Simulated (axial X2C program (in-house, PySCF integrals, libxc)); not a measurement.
**Which functional? An output for CoN**

An SCF output computed with an axial X2C code built on PySCF integrals for CoN at 1.615 Å, two-component, state Ω = 4, Co dyall-cv3z [9s10p6d3f2g], N dyall-av3z [7s7p3d2f] (cores contracted in-house), without its first line:

```
basis functions 165  fitting functions 888  grid points 5075
iter        total energy     max residual
   1      -1447.642402501     2.80e-02
   2      -1447.641817362     1.96e-02
   3      -1447.600788531     7.98e-02
   4      -1447.643579867     9.92e-03
   5      -1447.644421444     2.08e-03
   6      -1447.644470787     7.91e-04
   7      -1447.644488423     4.21e-04
   8      -1447.644494878     1.63e-04
   9      -1447.644496030     6.27e-05
  10      -1447.644496116     7.13e-06
  11      -1447.644496118     1.69e-05
converged
one-electron -2125.74700866  Coulomb 683.37857362  exact exchange -6.49112664  xc functional -60.31516065  nuclear repulsion 61.92847855  atomic mean-field constant -0.39825235
```

Problem. Which level of theory produced it?
A. HF
B. PBE0
C. TPSSh

Solution. C. The exact-exchange term against the functional term shows a share of 0.1 of exact exchange.
